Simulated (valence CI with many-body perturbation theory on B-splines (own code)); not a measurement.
Values are calculated unless marked as measured or tabulated.
# Ho61+ in three bases

Level of theory: configuration interaction combined with many-body perturbation theory (CI+MBPT): four valence electrons over a frozen Dirac-Fock core [He], radial functions for each j: 9 s, 9 p, 8 d, 6 f, 3 g, 1 h, with the one-electron correlation potential Σ1, the two-electron term Σ2, the three-electron term Σ3, Breit, model QED; selected CI, second order for the rest, scaled by the run's own slope (own B-spline code, finite nucleus).

The last digits are not significant, and no measured levels were compared; by estimate large intervals hold to a few tenths of a per cent, small ones and those within an open d or f shell to about a per cent.

The reference run has the lowest level (2s^2 2p1/2^2) J=0 and an ionisation energy of 14640.9 eV. Its largest variational space holds 19998 state functions.

Levels are named by their leading jj configuration (3d3/2^4 stands for four electrons in 3d with j = 3/2), which in mixed levels can hold well under half, so a name can repeat and another be missing. Letters in brackets count levels of one name in rising energy.

Changed runs:
A. basis 6 s, 6 p, 5 d, 3 f, 1 g
B. basis 5 s, 5 p, 4 d, 2 f

Excitation energies of the reference run in cm⁻¹, and shifts in cm⁻¹:

```csv
Level,Reference,A,B
(2s^2 2p1/2 2p3/2) J=1,7195580,+5.5,-210
(2s^2 2p1/2 2p3/2) J=2,7339090,+152,+163
(2s 2p1/2^2 2p3/2) J=2,9272900,-47,-332
(2s 2p1/2^2 2p3/2) J=1,9900430,+50,+115
(2s^2 2p3/2^2) J=2,14687700,+87,-89
(2s^2 2p3/2^2) J=0,15128300,+53,+112
(2s 2p1/2 2p3/2^2) J=2 [a],16266500,-129,-706
(2s 2p1/2 2p3/2^2) J=3,16605200,+145,-59
(2s 2p1/2 2p3/2^2) J=0,17030400,-79,-196
(2s 2p1/2 2p3/2^2) J=1 [a],17192100,+64,-52
(2s 2p1/2 2p3/2^2) J=2 [b],17271700,+199,+312
(2s 2p1/2 2p3/2^2) J=1 [b],17301400,+71,+102
Ionisation energy (eV),14640.9,+0.0017,-0.083
```
